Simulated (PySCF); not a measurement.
**Computed properties of H₆PSi, SMILES [SiH3][PH3+], charge +1**

H6PSi, SMILES [SiH3][PH3+], charge +1. The structure is a stationary point at PBE0-D3(BJ)/def2-TZVP. The isomer is the one that the SMILES or the coordinates give; other isomers of the formula were not compared. One conformer was computed; it need not be the lowest. All values are computed for the isolated molecule unless a solvent is named; none is compared with measurement here.

**Structure.** The optimised structure has C3v symmetry. All 18 harmonic modes at PBE0-D3(BJ)/def2-TZVP (PySCF) are real, so it is a minimum.

**Vibrations.** The strongest infrared lines (harmonic, unscaled, degenerate partners summed) lie at 831 cm⁻¹ (258 km/mol, H 92 %), 915 cm⁻¹ (65 km/mol, H 97 %), 2531 cm⁻¹ (27 km/mol, H 96 %). The softest mode is at 141 cm⁻¹ and the zero-point energy is 32.7 kcal/mol.

**Electronic structure.** M06-2X/def2-TZVPD (PySCF) places the frontier levels at -16.64 and -4.76 eV, a gap of 11.88 eV and a mean polarisability of 48.0 bohr³.

**Excitations.** TDA-B3LYP/def2-SVPD (PySCF) has S1 at 8.31 eV (149 nm, f = 0.005, weak); the most intense of the 10 singlets computed lies at 9.30 eV (f = 0.09). Strengths of degenerate partners are summed. T1 (TDA) is at 7.69 eV, 0.62 eV under S1. No vertical singlet excitation falls in the visible range (under 3.1 eV).

**NMR.** GIAO shifts at HF/pcSseg-2 (PySCF) (non-relativistic, atoms alike by connectivity averaged): ¹H from 4.9 to 5.4 ppm against TMS; ²⁹Si at -74.0 ppm against TMS.
